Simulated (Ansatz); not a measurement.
`CC(F)OC(F)F` and `BOC(C)F` differ in one atom or group.

Ansatz, PBE0-D4/def2-TZVP geometries, multiplicity 1. Each molecule was computed in one conformer, which needn't be the lowest.

| property | `CC(F)OC(F)F` |
| --- | --- |
| HOMO–LUMO gap (PBE0/def2-TZVPP) / eV | 11.28 |
| HOMO–LUMO gap (PBE/def2-TZVPP) / eV | 8.70 |
| HOMO energy (ωB97M-V/def2-TZVPP) / eV | -12.18 |
| HOMO–LUMO gap (ωB97M-V/def2-TZVPP) / eV | 15.12 |
| size of the dipole moment (ωB97M-V/def2-TZVPP) / D | 1.82 |
| LUMO energy (ωB97M-V/def2-TZVPP) / eV | 2.94 |

(1) What does the change do to each property? (Estimate.)

Results:

(1) Ansatz gave: 
```
                                          property  `BOC(C)F`  shift
              HOMO–LUMO gap (PBE0/def2-TZVPP) / eV       8.27  -3.01
               HOMO–LUMO gap (PBE/def2-TZVPP) / eV       5.74  -2.96
             HOMO energy (ωB97M-V/def2-TZVPP) / eV     -11.35   0.83
           HOMO–LUMO gap (ωB97M-V/def2-TZVPP) / eV      12.53  -2.59
size of the dipole moment (ωB97M-V/def2-TZVPP) / D       1.95   0.13
             LUMO energy (ωB97M-V/def2-TZVPP) / eV       1.18  -1.76
```

With PBE0 the HOMO rises by 0.79 eV and the LUMO falls by 2.22 eV, so the gap narrows by about 3.01 eV. PBE moves the HOMO by 0.54 eV and ωB97M-V by 0.83 eV. Dipoles are sizes alone; their direction can turn.
